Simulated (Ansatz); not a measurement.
Born–Oppenheimer molecular dynamics of CH8OSn (11 atoms, charge 0, multiplicity 1). It starts at the highest image of a converged band. Of that band: Neighbouring images differ by up to 1.9 eV, so the band resolves the path poorly. A vibrational analysis at the climbing image gives one clearly imaginary mode, 1782i cm⁻¹: a first-order saddle point.

The calculation used Ansatz, RHF/def2-SVP.

```json
{
  "ensemble": "NVE (velocity Verlet)",
  "time step": "0.5 fs",
  "steps asked": "200",
  "starting velocities drawn for": "100 K",
  "seed": "5596"
}
```

Frames 2.5 fs apart, positions in Å, forces in eV/Å.

Velocities at 5 fs (Å/ps):

```
Sn 0.41 -0.50 -0.15
O -0.81 2.68 -2.25
H -14.87 -1.92 0.80
H -2.81 4.77 2.12
C -1.06 0.60 2.85
H -8.34 4.25 9.29
H 6.64 9.05 3.45
H -1.45 -5.82 6.99
H -0.93 -5.44 -0.71
H -2.54 0.19 0.10
H 1.55 4.14 -2.46
```

```xyz
11
Properties=species:S:1:pos:R:3:forces:R:3 time_fs=5 energy_less_start_eV=0.060 T=49
Sn 0.202 -0.090 -0.276 0.23 0.52 0.26
O -0.126 -0.192 1.853 -0.58 -0.42 0.58
H -0.967 -0.191 2.339 1.09 -0.06 -0.61
H 1.819 0.344 -0.670 -0.24 -0.08 0.04
C -1.018 1.710 -0.397 0.28 -0.05 -0.05
H -2.042 1.539 -0.061 -0.02 -0.05 -0.16
H -0.595 2.509 0.214 0.07 -0.04 0.01
H -1.008 2.039 -1.439 -0.23 0.06 0.03
H -0.548 -1.288 -1.179 -0.20 -0.29 -0.30
H 1.008 -1.772 0.860 -0.09 0.36 0.42
H 0.512 -1.176 1.647 -0.31 0.06 -0.22
11
Properties=species:S:1:pos:R:3:forces:R:3 time_fs=7.5 energy_less_start_eV=0.046 T=61
Sn 0.203 -0.091 -0.277 -0.15 0.32 0.12
O -0.129 -0.186 1.849 -0.19 -0.31 0.36
H -0.967 -0.197 2.320 0.60 -0.04 -0.32
H 1.806 0.354 -0.664 -0.07 -0.07 0.00
C -1.020 1.712 -0.389 0.07 0.11 0.61
H -2.057 1.549 -0.044 0.46 0.01 -0.26
H -0.579 2.525 0.219 -0.18 -0.46 -0.28
H -1.019 2.028 -1.425 -0.22 0.20 -0.31
H -0.555 -1.308 -1.188 -0.04 -0.02 -0.11
H 1.000 -1.761 0.872 -0.02 0.29 0.30
H 0.506 -1.165 1.635 -0.26 -0.05 -0.12
11
Properties=species:S:1:pos:R:3:forces:R:3 time_fs=10 energy_less_start_eV=0.051 T=57
Sn 0.204 -0.092 -0.277 -0.59 0.11 -0.07
O -0.133 -0.181 1.845 1.64 0.00 -0.68
H -0.942 -0.206 2.287 -1.55 -0.04 0.86
H 1.789 0.359 -0.658 0.17 -0.03 -0.06
C -1.022 1.714 -0.379 0.19 -0.10 -0.25
H -2.050 1.559 -0.041 0.10 -0.07 -0.02
H -0.572 2.517 0.210 -0.02 -0.12 -0.01
H -1.042 2.028 -1.425 -0.12 0.11 0.03
H -0.565 -1.329 -1.204 0.15 0.26 0.12
H 0.990 -1.734 0.901 0.10 0.04 0.02
H 0.486 -1.156 1.616 -0.07 -0.16 0.07
11
Properties=species:S:1:pos:R:3:forces:R:3 time_fs=12.5 energy_less_start_eV=0.060 T=49
Sn 0.205 -0.093 -0.277 -0.78 0.11 -0.16
O -0.132 -0.177 1.840 -0.87 0.12 0.66
H -0.981 -0.216 2.291 0.62 0.11 -0.34
H 1.781 0.363 -0.656 0.28 -0.02 -0.08
C -1.023 1.715 -0.370 0.33 -0.41 -1.22
H -2.037 1.565 -0.038 -0.40 -0.16 0.28
H -0.566 2.503 0.202 0.22 0.37 0.34
H -1.073 2.034 -1.425 0.02 0.00 0.34
H -0.565 -1.336 -1.214 0.22 0.34 0.21
H 0.987 -1.704 0.932 0.23 -0.27 -0.27
H 0.462 -1.157 1.602 0.13 -0.18 0.25
11
Properties=species:S:1:pos:R:3:forces:R:3 time_fs=15 energy_less_start_eV=0.061 T=48
Sn 0.205 -0.094 -0.278 -0.55 0.36 -0.10
O -0.134 -0.172 1.837 -1.39 0.02 0.89
H -0.995 -0.220 2.281 0.98 0.20 -0.54
H 1.789 0.365 -0.658 0.15 -0.06 -0.05
C -1.022 1.715 -0.367 0.08 -0.21 -0.58
H -2.043 1.562 -0.021 0.01 -0.10 0.23
H -0.549 2.507 0.211 -0.03 0.04 0.09
H -1.102 2.042 -1.407 0.11 0.08 0.02
H -0.554 -1.324 -1.212 0.13 0.16 0.12
H 0.998 -1.690 0.947 0.21 -0.40 -0.31
H 0.445 -1.168 1.602 0.30 -0.08 0.22
11
Properties=species:S:1:pos:R:3:forces:R:3 time_fs=17.5 energy_less_start_eV=0.064 T=46
Sn 0.205 -0.095 -0.278 -0.11 0.74 0.10
O -0.139 -0.166 1.837 1.16 -0.12 -0.48
H -0.967 -0.213 2.247 -1.47 0.09 0.71
H 1.806 0.364 -0.663 -0.09 -0.12 0.03
C -1.021 1.713 -0.366 -0.16 0.07 0.37
H -2.048 1.552 0.009 0.54 -0.01 0.02
H -0.534 2.512 0.225 -0.31 -0.40 -0.25
H -1.126 2.054 -1.389 0.10 0.15 -0.34
H -0.535 -1.302 -1.203 -0.06 -0.17 -0.09
H 1.019 -1.698 0.946 -0.01 -0.27 -0.06
H 0.446 -1.183 1.613 0.42 0.03 -0.02
11
Properties=species:S:1:pos:R:3:forces:R:3 time_fs=20 energy_less_start_eV=0.026 T=78
Sn 0.205 -0.095 -0.278 0.10 1.04 0.29
O -0.142 -0.162 1.836 -0.20 -0.32 0.08
H -1.001 -0.200 2.243 0.08 0.14 -0.05
H 1.817 0.356 -0.666 -0.22 -0.15 0.08
C -1.020 1.712 -0.364 -0.07 0.02 -0.07
H -2.026 1.542 0.041 0.23 -0.04 0.00
H -0.535 2.497 0.226 -0.10 -0.13 -0.08
H -1.143 2.074 -1.387 0.08 -0.01 -0.02
H -0.519 -1.290 -1.199 -0.18 -0.40 -0.21
H 1.040 -1.722 0.941 -0.23 -0.03 0.31
H 0.472 -1.199 1.623 0.50 -0.11 -0.34
11
Properties=species:S:1:pos:R:3:forces:R:3 time_fs=22.5 energy_less_start_eV=-0.011 T=111
Sn 0.205 -0.095 -0.279 -0.25 1.13 0.48
O -0.146 -0.158 1.835 -1.45 -0.02 0.34
H -1.035 -0.179 2.238 1.35 0.15 -0.64
H 1.817 0.339 -0.665 -0.14 -0.17 0.11
C -1.020 1.711 -0.363 0.20 -0.21 -0.85
H -1.991 1.529 0.074 -0.40 -0.14 0.08
H -0.540 2.476 0.224 0.29 0.37 0.27
H -1.156 2.094 -1.386 0.03 -0.18 0.31
H -0.514 -1.301 -1.206 -0.09 -0.32 -0.07
H 1.048 -1.748 0.955 -0.28 0.13 0.67
H 0.528 -1.223 1.613 0.74 -0.74 -0.70
11
Properties=species:S:1:pos:R:3:forces:R:3 time_fs=25 energy_less_start_eV=-0.296 T=355
Sn 0.205 -0.094 -0.278 -1.15 1.23 0.94
O -0.153 -0.154 1.835 0.62 0.71 -1.21
H -1.007 -0.149 2.204 -1.05 0.23 0.34
H 1.809 0.311 -0.657 0.10 -0.20 0.14
C -1.019 1.708 -0.365 0.26 -0.09 -0.23
H -1.976 1.508 0.110 -0.21 -0.08 -0.14
H -0.531 2.472 0.235 0.18 0.10 0.05
H -1.168 2.104 -1.371 -0.11 -0.06 0.01
H -0.513 -1.330 -1.216 0.14 -0.09 0.24
H 1.042 -1.768 1.006 0.34 -0.41 0.36
H 0.630 -1.293 1.562 0.88 -1.33 -0.50
11
Properties=species:S:1:pos:R:3:forces:R:3 time_fs=27.5 energy_less_start_eV=-0.450 T=490
Sn 0.205 -0.092 -0.278 -1.80 1.18 1.42
O -0.160 -0.148 1.831 0.39 0.59 -1.53
H -1.027 -0.106 2.183 -0.61 0.27 0.00
H 1.807 0.273 -0.640 0.32 -0.20 0.14
C -1.016 1.706 -0.368 0.15 0.10 0.68
H -1.971 1.483 0.138 0.28 0.08 -0.42
H -0.513 2.473 0.249 -0.15 -0.36 -0.33
H -1.185 2.111 -1.355 -0.19 0.09 -0.34
H -0.505 -1.365 -1.213 0.28 0.10 0.43
H 1.069 -1.830 1.058 2.50 -3.20 -2.68
H 0.767 -1.419 1.503 -1.18 1.35 2.62
11
Properties=species:S:1:pos:R:3:forces:R:3 time_fs=30 energy_less_start_eV=-0.916 T=886
Sn 0.203 -0.090 -0.277 -1.60 0.89 1.47
O -0.165 -0.140 1.821 -1.05 0.14 -0.97
H -1.075 -0.048 2.160 1.48 -0.04 -0.78
H 1.823 0.223 -0.615 0.27 -0.12 0.13
C -1.013 1.704 -0.368 0.09 0.08 0.06
H -1.954 1.462 0.142 0.11 0.10 -0.28
H -0.501 2.456 0.245 -0.09 -0.14 -0.19
H -1.213 2.122 -1.355 -0.05 -0.06 0.01
H -0.481 -1.394 -1.185 0.22 0.15 0.38
H 1.205 -2.029 1.007 -0.29 0.71 1.18
H 0.871 -1.515 1.545 0.92 -1.70 -1.01
11
Properties=species:S:1:pos:R:3:forces:R:3 time_fs=32.5 energy_less_start_eV=-1.196 T=1128
Sn 0.201 -0.088 -0.275 -1.09 0.89 1.71
O -0.173 -0.131 1.807 1.04 -0.39 -1.74
H -1.055 0.010 2.098 -0.34 0.11 -0.09
H 1.853 0.165 -0.582 0.00 -0.08 0.15
C -1.010 1.702 -0.369 0.09 -0.12 -1.07
H -1.931 1.445 0.132 -0.40 -0.02 0.12
H -0.494 2.433 0.231 0.19 0.39 0.22
H -1.244 2.129 -1.355 0.15 -0.20 0.31
H -0.444 -1.415 -1.136 0.05 -0.04 0.18
H 1.340 -2.209 1.003 -0.61 1.14 1.48
H 1.015 -1.692 1.548 0.93 -1.69 -1.28
```

Of the whole run (100 fs, mean temperature of the second half 1445 K): The conserved energy stayed within 0.51 meV per atom of its start (net change -0.31 meV per atom), so the integration is sound. The kinetic energy rose, since the run started high on the potential surface and went downhill. It ends in pieces (CH6OSn + H2), so much of that is their flight and rotation, not heat. A run of 0.1 ps of so small a system gives no equilibrium averages. The orbitals stay closed-shell, which can raise the energy where a bond breaks towards radicals; this wasn't checked here.

Time of the run: 3.7 min on 2 threads of Arm Neoverse V2 (shared host), peak memory 0.18 GiB.
